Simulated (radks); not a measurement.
Results of a calculation; reference values are marked as such.
Q: Zn+, configuration [Ar] 3d10 4s1. Code: a radial shooting solver on a logarithmic mesh with Libxc functionals. Model: Dirac Kohn-Sham, LDA (Slater exchange, Perdew-Wang correlation), spin-unpolarised, spherical densities, finite nucleus; Fermi nuclear charge, rms radius 3.9283 fm. Some entries of the table are withheld. Estimate them.

| orbital | occ. | eigenvalue (eV) | <r^2> (bohr^2) |
|---|---|---|---|
| 1s1/2 | 2 | (1) | 0.003414 |
| 2s1/2 | 2 | -1165.336 | 0.06053 |
| 2p1/2 | 2 | -1028.675 | (2) |
| 2p3/2 | 4 | -1004.853 | (3) |
| 3s1/2 | 2 | -138.3403 | 0.5390 |
| 3p1/2 | 2 | -95.0726 | (4) |
| 3p3/2 | 4 | -91.9987 | (5) |
| 3d3/2 | 4 | (6) | (7) |
| 3d5/2 | 6 | (8) | (9) |
| 4s1/2 | 1 | -14.3403 | 6.505 |

A: 
(1) 1s1/2 eigenvalue (eV): -9514.340
(2) 2p1/2 <r^2> (bohr^2): 0.04726
(3) 2p3/2 <r^2> (bohr^2): 0.04879
(4) 3p1/2 <r^2> (bohr^2): 0.5915
(5) 3p3/2 <r^2> (bohr^2): 0.6101
(6) 3d3/2 eigenvalue (eV): -20.3367
(7) 3d3/2 <r^2> (bohr^2): 1.067
(8) 3d5/2 eigenvalue (eV): -19.9760
(9) 3d5/2 <r^2> (bohr^2): 1.086
